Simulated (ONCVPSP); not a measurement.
Reading a pseudo-wave (Cu)

Columns: radius, all-electron u(r) and pseudo u(r) of the 3p shell (level -72.03 eV) of copper in the configuration [Ne] 3s2 3p6 3d10 4s1; LDA (Perdew-Wang 92), scalar-relativistic, ONCV scheme, ONCVPSP 4.0.1.

```json
{"r (bohr)": "0.062", "all-electron": "-0.4266", "pseudo": "0.0302"}
{"r (bohr)": "0.125", "all-electron": "-0.6560", "pseudo": "0.1239"}
{"r (bohr)": "0.188", "all-electron": "-0.4622", "pseudo": "0.2732"}
{"r (bohr)": "0.250", "all-electron": "-0.0698", "pseudo": "0.4506"}
{"r (bohr)": "0.312", "all-electron": "0.3490", "pseudo": "0.6374"}
{"r (bohr)": "0.375", "all-electron": "0.7100", "pseudo": "0.8283"}
{"r (bohr)": "0.438", "all-electron": "0.9735", "pseudo": "1.0066"}
{"r (bohr)": "0.500", "all-electron": "1.1370", "pseudo": "1.1427"}
{"r (bohr)": "0.562", "all-electron": "1.2206", "pseudo": "1.2209"}
{"r (bohr)": "0.625", "all-electron": "1.2420", "pseudo": "1.2418"}
{"r (bohr)": "0.688", "all-electron": "1.2178", "pseudo": "1.2175"}
{"r (bohr)": "0.750", "all-electron": "1.1641", "pseudo": "1.1638"}
{"r (bohr)": "0.812", "all-electron": "1.0923", "pseudo": "1.0921"}
{"r (bohr)": "0.875", "all-electron": "1.0093", "pseudo": "1.0090"}
{"r (bohr)": "0.938", "all-electron": "0.9222", "pseudo": "0.9220"}
{"r (bohr)": "1.000", "all-electron": "0.8368", "pseudo": "0.8367"}
{"r (bohr)": "1.062", "all-electron": "0.7543", "pseudo": "0.7542"}
{"r (bohr)": "1.125", "all-electron": "0.6751", "pseudo": "0.6749"}
{"r (bohr)": "1.188", "all-electron": "0.6015", "pseudo": "0.6014"}
{"r (bohr)": "1.250", "all-electron": "0.5349", "pseudo": "0.5348"}
{"r (bohr)": "1.312", "all-electron": "0.4744", "pseudo": "0.4743"}
{"r (bohr)": "1.375", "all-electron": "0.4188", "pseudo": "0.4187"}
{"r (bohr)": "1.438", "all-electron": "0.3689", "pseudo": "0.3688"}
{"r (bohr)": "1.500", "all-electron": "0.3250", "pseudo": "0.3249"}
{"r (bohr)": "1.562", "all-electron": "0.2860", "pseudo": "0.2859"}
{"r (bohr)": "1.625", "all-electron": "0.2507", "pseudo": "0.2506"}
```

(1) How many radial nodes do the two functions have?

(2) At about which radius was the pseudo-wave matched?

(3) Where does each function peak?

(4) Is the pseudo-wave norm-conserving?

Answers

(1) The all-electron 3p function has n − l − 1 = 1; the pseudo-wave has 0, since the states of the same l below it are removed with the core.

(2) 0.70 bohr. The columns agree to 0.0005 from 0.56 bohr on; several derivatives are matched, so the curves merge somewhat inside the radius.

(3) Outermost all-electron maximum near 0.62 bohr, pseudo maximum near 0.62 bohr (to the table’s step).

(4) Yes: the ONCV scheme keeps the norm inside the radius equal to the all-electron one, which fixes the energy derivative of the logarithmic derivative at the level.
